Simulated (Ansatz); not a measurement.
Compare A (`[CH3][GeH2][CH2]N`) with its isomer B (`C[NH][GeH2][CH3]`).

Computed with Ansatz on PBE0-D4/def2-TZVP structures; ΔE is electronic, products minus reactants. CCSD(T)/CBS adds triple-zeta CCSD(T) − MP2 to the extrapolated MP2 energy (def2 sets, frozen cores). Functionals use def2-TZVPP. B3LYP here is the variant with VWN-RPA as its local correlation; programs differ in this. For Ge outer-core shells are correlated without core-valence functions, which leaves a few kJ/mol of doubt a bond. Scalar relativity is left out up to krypton. Each species was taken in one conformer, which may not be the lowest.

A:

```xyz
13

C     0.937    0.484   -1.890
Ge   -0.472   -0.170   -0.702
C    -0.002    0.168    1.178
N    -0.956   -0.479    2.065
H     1.884   -0.009   -1.668
H     1.068    1.561   -1.766
H     0.682    0.288   -2.932
H    -0.643   -1.696   -0.884
H    -1.813    0.509   -1.038
H     1.049   -0.122    1.334
H    -0.055    1.250    1.329
H    -0.946   -1.483    1.938
H    -0.733   -0.301    3.037
```

B:

Z-matrix (Å, degrees):
```
C
N 1 1.449
H 1 1.094 2 110.4
H 1 1.094 2 109.5 3 117.3
H 1 1.101 2 115.0 3 -121.9
Ge 2 1.841 1 118.7 3 -168.8
H 2 1.010 1 111.9 3 56.3
C 6 1.958 2 113.8 1 -56.9
H 6 1.542 2 106.2 1 63.2
H 6 1.540 2 106.2 1 -178.6
H 8 1.091 6 110.5 2 -61.8
H 8 1.092 6 110.3 2 178.2
H 8 1.091 6 110.4 2 58.4
```

Problem. Which is lower in electronic energy at CCSD(T)/CBS, and by how much? (An estimate is asked.)

Solution. Ansatz gave: B, by 23.7 kJ/mol.

Problem. Give E(B) − E(A) in kJ/mol with B2PLYP, PBE-D4, ωB97M-V, HF/def2-TZVPP, MP2/def2-TZVPP, CCSD/def2-TZVPP, B3LYP-D4. (An estimate is asked.)

Solution. The calculation gave: B2PLYP -26.0, PBE-D4 -20.4, ωB97M-V -23.3, HF/def2-TZVPP -32.6, MP2/def2-TZVPP -25.9, CCSD/def2-TZVPP -25.0, B3LYP-D4 -25.8. None reverses the order clearly.

Largest T1 diagnostic: 0.010.

In def2-TZVPP, CCSD(T) changes the Hartree–Fock value by +7.8 kJ/mol (the triples alone add +0.2 kJ/mol) and MP2 by +6.7 kJ/mol.
